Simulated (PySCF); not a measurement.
## Converging SiSn in the basis (PBE0)

PySCF, UKS reference; triplet, unpaired electrons π ↑↑; De to Si + Sn without counterpoise correction.

```tsv
basis	relativity	functions	Re (Å)	ωe (cm⁻¹)	De (eV)	μ (D)
cc-pV(D+d)Z/cc-pVDZ-PP	scalar-relativistic core potentials	46	2.522	353	2.71	1.02
x2c-SVPall	spin-free X2C	54	2.514	358	2.78	0.97
def2-SVPD	scalar-relativistic core potentials	56	2.521	354	2.77	1.03
def2-TZVPP	scalar-relativistic core potentials	92	2.511	355	2.76	1.09
```

(1) How does each smaller set differ from the one with most functions, def2-TZVPP?

A positive dipole means Si(−)Sn(+). These are scalar-relativistic numbers at best; spin–orbit coupling would shift them, the dissociation energy most. The state was picked by a PBE0 search and need not be the measured ground state.

## Answers

(1) cc-pV(D+d)Z/cc-pVDZ-PP: +1.1 pm, -0.6 % in ωe, -0.05 eV in De; x2c-SVPall: +0.3 pm, +0.8 % in ωe, +0.02 eV in De; def2-SVPD: +1.0 pm, -0.3 % in ωe, +0.01 eV in De. All at PBE0; the set with most functions is neither the basis-set limit nor always the best. The rows treat relativity differently, so the differences are not basis effects alone.
